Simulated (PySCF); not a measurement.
## NaAs: from constants to spectrum

ROHF-CCSD(T) constants of NaAs, ³Σ⁻ (triplet), unpaired electrons π ↑↑ (basis Na def2-SVP, As def2-SVP; no relativity; PySCF 2.14; masses 22.9898 and 74.9216 u):

```
ωe              : 210.6 cm⁻¹
ωexe            : 0.974 cm⁻¹
Be              : 0.12136 cm⁻¹
αe              : 0.000843 cm⁻¹
D (centrifugal) : 1.61e-07 cm⁻¹
De to Na + As   : 0.83 eV
```

Q: Give the vibrational terms G(v) and spacings up to v = 6.

A: G(v) = ωe(v+½) − ωexe(v+½)².

| v | G(v) (cm⁻¹) | G(v) − G(v−1) | Bv (cm⁻¹) |
| --- | --- | --- | --- |
| 0 | 105 |  | 0.1209 |
| 1 | 314 | 209 | 0.1201 |
| 2 | 520 | 207 | 0.1193 |
| 3 | 725 | 205 | 0.1184 |
| 4 | 928 | 203 | 0.1176 |
| 5 | 1129 | 201 | 0.1167 |
| 6 | 1328 | 199 | 0.1159 |

Q: How well does the Morse estimate ωe²/(4ωexe) reproduce De, and what is D0?

A: It gives 1.41 eV, 170 % of the computed De. D0 = De − G(0) = 0.83 − 0.01 = 0.82 eV.

Correlated steps freeze 10 core orbitals. Correlated levels converge slowly with the basis: in double zeta they bind strong bonds too weakly, by up to about 1 eV, and carry superposition errors of some tenths. Spin–orbit coupling is left out. The state was picked by a PBE0 search and need not be the measured ground state.
